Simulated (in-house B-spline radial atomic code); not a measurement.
## CAM-B3LYP excitations of Hf V (Hf4+)

Method: CAM-B3LYP. Computed with a B-spline radial code for spherical atoms: linear response of the closed shell [Xe] 4f14 with the functional's adiabatic kernel; scalar-relativistic (spin-free one-electron X2C), finite nucleus, no spin-orbit coupling, no double excitations, S, P, D and F terms only; shells from n = 3 respond. Only terms of natural parity with L up to 3 were computed.

Spin-orbit coupling is strong here, so these LS terms don't match observed levels.

Command:
```bash
python run_td.py task.json out
```
Settings (radii: box in bohr, nucleus in fm):
```
Z                        72
electrons                68
configuration            [Xe] 4f14
hamiltonian              x2c
method                   camb3lyp
box_radius               19.1
rms_radius               5.347
intervals                71
```

Cost of the run: 11 s on 1 thread of Arm Neoverse N1, with other jobs on the host.

The lowest states, in the order of their Tamm-Dancoff energies; the method's threshold (minus the highest occupied level) is 62.95 eV. Labels give the largest channel, * marks a mixed state, and oscillator strengths are full-response dipole values. Semilocal kernels can invert the small singlet-triplet splittings of Rydberg terms. Energies in eV:

| state | full response | Tamm-Dancoff | oscillator strength |
| --- | --- | --- | --- |
| 4f → 5d 3P | 18.939 | 18.991 | - |
| 4f → 5d 3F | 19.465 | 19.490 | - |
| 4f → 5d 1F | 20.057 | 20.066 | - |
| 4f → 5d 1P | 21.276 | 21.565 | 0.171 |
| 4f → 6s 3F | 23.595 | 23.599 | - |
| 4f → 6s 1F | 23.751 | 23.754 | - |
| 4f → 6p 3D | 31.43 | 31.44 | - |
| 4f → 6p 1D | 31.73 | 31.74 | - |
| 5p → 5d 3P | 35.25 | 35.32 | - |
| 5p → 5d 3F | 35.71 | 35.79 | - |
| 5p → 5d 1F | ? | ? | - |
| 5p → 6s 3P | 40.33 | 40.33 | - |
| 5p → 6s 1P | 40.86 | 40.93 | 0.0849 |
| 4f → 6d 1P* | ? | ? | ? |
| 4f → 6d 3P | 41.63 | 41.64 | - |
| 4f → 6d 3F | 41.74 | 41.75 | - |
| 4f → 6d 1F | 41.87 | 41.87 | - |
| 4f → 7s 3F | 42.43 | 42.43 | - |
| 4f → 7s 1F | 42.48 | 42.48 | - |
| 4f → 5f 3S | 42.74 | 42.74 | - |
| 4f → 5f 3D | 42.92 | 42.92 | - |
| 4f → 5f 1D | 43.15 | 43.16 | - |

Where does 4f → 6d 1P lie?

At 41.51 eV in full response, 41.62 eV in Tamm-Dancoff, oscillator strength 1.13.

Where does 5p → 5d 1F lie?

At 37.70 eV in full response, 37.72 eV in Tamm-Dancoff.

How large is the singlet-triplet splitting of 4f → 5d (F terms) in Tamm-Dancoff?

0.576 eV, from the unrounded values.

What polarisabilities and dispersion coefficient does the method give?

Dipole 3.248 bohr³, quadrupole 5.203 bohr⁵, C6 14.81 hartree·bohr⁶ for two such species.
